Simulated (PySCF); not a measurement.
Working with the constants of Rb₂

RHF-CCSD(T) constants of Rb₂, ¹Σg⁺ (singlet), closed shell (Rb def2-SVPD with ECP28; scalar-relativistic core potentials (PySCF 2.14); masses 84.9118 and 84.9118 u):

| Quantity | Value |
| --- | --- |
| ωe | 48.8 cm⁻¹ |
| ωexe | 0.115 cm⁻¹ |
| Be | 0.02083 cm⁻¹ |
| αe | 5.86e-05 cm⁻¹ |
| D (centrifugal) | 1.52e-08 cm⁻¹ |
| De to Rb + Rb | 0.355 eV |

Q: Give the vibrational terms G(v) and spacings up to v = 3.

A: G(v) = ωe(v+½) − ωexe(v+½)².

```csv
v,G(v) (cm⁻¹),G(v) − G(v−1),Bv (cm⁻¹)
0,24.4,,0.02080
1,72.9,48.6,0.02074
2,121.3,48.3,0.02068
3,169.4,48.1,0.02062
```

Q: How well does the Morse estimate ωe²/(4ωexe) reproduce De, and what is D0?

A: It gives 0.642 eV, 181 % of the computed De. D0 = De − G(0) = 0.355 − 0.003 = 0.352 eV.

Correlated steps freeze no core orbitals. The bond is weak. Basis-set superposition, not corrected here, can be much of De in a small basis, most of all at correlated wavefunction levels. Where the molecule has an RHF reference, its open-shell atoms are computed with UHF.
